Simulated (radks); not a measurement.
Initial-state core-level shifts of neutral niobium when its valence configuration changes from [Kr] 4d4 5s1. Method: non-relativistic Kohn-Sham, PBE, spin-polarised, spherical densities, point nucleus; open shells are filled with parallel spins first (spin-orbit coupling, left out, can overturn this in heavy ions); relativity is left out, which matters for an element this heavy; computed with a radial shooting solver on a logarithmic mesh with Libxc functionals. Shifts are changes of the shell-averaged eigenvalues in eV (positive: less bound); the change of the density at the nucleus, which sets a Mossbauer isomer shift, is in e/bohr^3, on a base of 4.801e+04.

valence               2s       2p       3s       3d  density at nucleus
4d5               +2.399   +2.387   +2.375   +2.387              -5.793
4d2 5s1 5p2       -9.046   -9.010   -8.903   -8.942              +4.130
5s1 5p4          -20.333  -20.244  -19.787  -19.904             +10.456
4d3 5s1 5p1       -4.266   -4.251   -4.221   -4.236              +1.814
5s2 5p3          -19.294  -19.208  -18.745  -18.863             +19.365
4d4.5 5s0.5       +1.294   +1.287   +1.278   +1.285              -3.095
4d4 5p1           -1.142   -1.143   -1.160   -1.156              -5.339
4d3.5 5s1 5p0.5   -2.064   -2.057   -2.048   -2.054              +0.851
4d3 5s2           -3.284   -3.271   -3.234   -3.250              +6.255
